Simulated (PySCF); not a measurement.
PySCF 2.14 output of an unrestricted CAM-B3LYP calculation on a single atom or ion in aug-cc-pVDZ-PP with ECP60MDF, with a scalar-relativistic core potential:

```
SCF conv_tol = 1e-09
number electrons alpha = 10  beta = 9
    T. Yanai, D. P. Tew, and N. C. Handy.,  Chem. Phys. Lett. 393, 51 (2004)
cycle= 1 E= -153.081384473729  delta_E= -0.00749  |g|= 0.0333  |ddm|= 0.188
cycle= 2 E= -153.081561173823  delta_E= -0.000177  |g|= 0.0245  |ddm|= 0.0479
cycle= 3 E= -153.081720671981  delta_E= -0.000159  |g|= 0.00187  |ddm|= 0.0183
cycle= 4 E= -153.08172236296  delta_E= -1.69e-06  |g|= 8.18e-05  |ddm|= 0.00244
cycle= 5 E= -153.081722369978  delta_E= -7.02e-09  |g|= 6.64e-06  |ddm|= 0.000181
cycle= 6 E= -153.081722370019  delta_E= -4.1e-11  |g|= 4.46e-07  |ddm|= 9.82e-06
converged SCF energy = -153.081722370019  <S^2> = 0.75030636  2S+1 = 2.0003063
```

The run itself started from symmetry-adapted Hartree-Fock orbitals and held the occupation by maximum overlap, on a logarithmic radial grid, so the iterations belong to that start.

Q: Which element, charge and spin multiplicity is this?

A: Hg⁺ (mercury, charge +1), multiplicity 2; the state was [Xe] 4f14 5d10 6s1, 2S determinant.

Energies and moments cover only the electrons outside the core potential. Spin-orbit coupling, which splits the p, d and f shells strongly at this Z, is absent.
